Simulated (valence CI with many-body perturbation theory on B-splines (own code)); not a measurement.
# Ladder of approximations for Cd9+

Calculated by relativistic CI+MBPT: three valence electrons over a frozen Dirac-Fock core [Kr], radial functions for each j: 9 s, 9 p, 10 d, 8 f, 5 g, 3 h, 1 i, with the one-electron correlation potential Σ1 (screened to all orders), the two-electron term Σ2, the three-electron term Σ3, Breit, model QED; selected single and double excitations, second order for the rest, scaled by the run's own slope (own B-spline code, finite nucleus).

No measured levels were compared; by estimate terms of the open shell hold to 2 to 4 % of their energy, and close levels can change places. Core correlation moves these levels by up to 2600 cm⁻¹, and in measured spectra 5 to 20 % of such shifts remained as error; rates that hang on mixing are uncertain with them. The list stops below the first excitations out of the core. Only levels of the ground parity were solved; by the run's estimate the other parity begins above the list, which can be wrong where configurations are misplaced.

Each rung adds one term. CI alone is the Dirac-Coulomb CI over the frozen core; QED comes last and gives the full result, which names the levels. Energies are above 4d3 4F_3/2 on the same rung, in eV.

Names give the largest LS component (configuration and term), which can be under half, so a name can repeat, a term be missing and a line seem to break the LS rules; names also repeat where a configuration has a term twice. Letters in brackets count levels of one name in rising energy.

| Level | CI alone | Σ1 | Σ2 | Σ3 | Breit | QED | Full |
| --- | --- | --- | --- | --- | --- | --- | --- |
| 4d3 4F_5/2 | 0.4666 | +0.0189 | +0.0092 | +0.0033 | -0.0220 | +0.0019 | 0.4779 |
| 4d3 4F_7/2 | 0.9726 | +0.0351 | +0.0140 | +0.0033 | -0.0421 | +0.0034 | 0.9864 |
| 4d3 4F_9/2 | 1.463 | +0.0467 | +0.0084 | -0.0011 | -0.0566 | +0.0043 | 1.465 |
| 4d3 4P_3/2 | 2.436 | +0.0119 | -0.0317 | -0.0114 | -0.0077 | +0.0008 | 2.398 |
| 4d3 4P_1/2 | 2.596 | +0.0218 | -0.0520 | -0.0130 | -0.0193 | +0.0018 | 2.535 |
| 4d3 2G_7/2 | 3.211 | +0.0431 | -0.1455 | -0.0521 | -0.0386 | +0.0032 | 3.021 |
| 4d3 2H_9/2 [a] | 3.397 | +0.0441 | -0.2313 | -0.0317 | -0.0400 | +0.0030 | 3.141 |
| 4d3 4P_5/2 | 3.285 | +0.0450 | -0.0360 | -0.0242 | -0.0453 | +0.0041 | 3.229 |
| 4d3 2D_3/2 [a] | 3.773 | +0.0465 | +0.0476 | -0.0454 | -0.0396 | +0.0038 | 3.786 |
| 4d3 2P_1/2 | 3.957 | +0.0528 | +0.0307 | +0.0245 | -0.0461 | +0.0043 | 4.023 |
| 4d3 2H_11/2 | 4.595 | +0.0653 | -0.3400 | -0.0238 | -0.0628 | +0.0047 | 4.239 |
| 4d3 2H_9/2 [b] | 4.704 | +0.0798 | -0.2255 | -0.0382 | -0.0778 | +0.0067 | 4.449 |
| 4d3 2D_5/2 [a] | 4.698 | +0.0635 | +0.0457 | -0.0909 | -0.0579 | +0.0052 | 4.664 |
| 4d3 2P_3/2 | 5.081 | +0.0833 | +0.1069 | -0.0154 | -0.0794 | +0.0075 | 5.184 |
| 4d3 2F_7/2 | 6.388 | +0.0616 | -0.3056 | -0.0672 | -0.0497 | +0.0042 | 6.031 |
| 4d3 2F_5/2 | 6.452 | +0.0583 | -0.3034 | -0.0710 | -0.0399 | +0.0039 | 6.100 |
| 4d3 2D_5/2 [b] | 9.424 | +0.0756 | +0.0276 | -0.1227 | -0.0558 | +0.0055 | 9.354 |
| 4d3 2D_3/2 [b] | 9.542 | +0.0749 | -0.0456 | -0.1312 | -0.0495 | +0.0050 | 9.395 |

The middle columns are the shifts that each term adds.

Problem. How does the ionisation energy move along the ladder, and which term matters most?

Solution. CI alone 170.45, + Σ1 172.36, + Σ2 173.48, + Σ3 173.48, + Breit 173.47, + QED 173.48 eV. The largest step is Σ1, 1.91 eV. NIST lists 173 ± 2.2 eV (theoretical).
